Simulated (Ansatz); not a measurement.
PBE exchange is replaced step by step with exact exchange (0 % is PBE, 25 % PBE0; no dispersion term), basis def2-TZVP, Ansatz. System: the cluster Ru2Pt2. Charge 0, multiplicity 1. Geometry: r2SCAN-D4/def2-SVP.

Geometry of the singlet:

```xyz
4

Pt   -0.7058   -0.9427   -1.5644
Pt   -0.3660    1.0619    1.6040
Ru    0.6173    0.8874   -0.6276
Ru    0.4545   -1.0066    0.5881
```

In the def2 sets Pt, Ru take a core potential; there is no spin–orbit coupling. At PBE-D4/def2-TZVP the restricted singlet is unstable: a solution with broken spin symmetry lies lower. The restricted singlet is unstable towards broken spin symmetry at other levels; at PBE with 5 % exact exchange/def2-TZVP, PBE with 10 % exact exchange/def2-TZVP, PBE with 15 % exact exchange/def2-TZVP, PBE0-D4/def2-TZVP and others this wasn't settled. The geometry of the singlet was relaxed on an unsound state (restricted singlet, unstable towards broken spin symmetry at other levels and untested here). At PBE0-D4/def2-TZVP a quintet of charge 0 lies 0.99 eV below the restricted singlet, each at its own geometry. That quintet is doubtful there (⟨S²⟩ 6.62, where a pure state has 6.00). The structure comes from a short search, and lower isomers may exist.

```
exact exchange (%)  HOMO (eV)  LUMO (eV)  gap (eV)
                 0      -4.39      -4.29      0.10
                 5      -4.63      -4.09      0.53
                10      -4.87      -3.89      0.98
                15      -5.11      -3.69      1.43
                25      -5.53      -3.26      2.27
                35      -5.97      -2.82      3.14
                50      -6.52      -2.15      4.37
```
